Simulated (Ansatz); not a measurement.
`O=C=[N][Al]([F])[F]`. Charge 0, multiplicity 1. The geometry is a stationary point of PBE0-D4/def2-TZVP. It is one conformer, not always the lowest.

```xyz
6

O     1.051   -2.557    0.910
C     0.633   -1.537    0.543
N     0.203   -0.487    0.164
Al   -0.429    1.042   -0.369
F    -1.064    1.199   -1.863
F    -0.395    2.341    0.616
```

Question: What is the dipole moment at PBE/def2-TZVPP? (An estimate is asked.)

Answer: Ansatz gave: 0.31 D, with components (-0.11, 0.27, -0.10) D in this frame, pointing from negative to positive charge.

Question: And with r2SCAN, B3LYP, ωB97M-V? (Estimate.)

Answer: Ansatz gave: r2SCAN 0.32 D, B3LYP 0.35 D, ωB97M-V 0.35 D.

Question: Give the Mulliken charges with PBE, B3LYP, r2SCAN in def2-TZVPP. (Best estimate.)

Answer: Ansatz gave: 
```
atom    PBE  B3LYP  r2SCAN
  O1  -0.15  -0.19   -0.21
  C2   0.21   0.30    0.34
  N3  -0.20  -0.28   -0.34
 Al4   0.73   0.85    0.88
  F5  -0.29  -0.33   -0.33
  F6  -0.29  -0.33   -0.33
```

B3LYP here is the variant with VWN-RPA as its local correlation; programs differ in this.
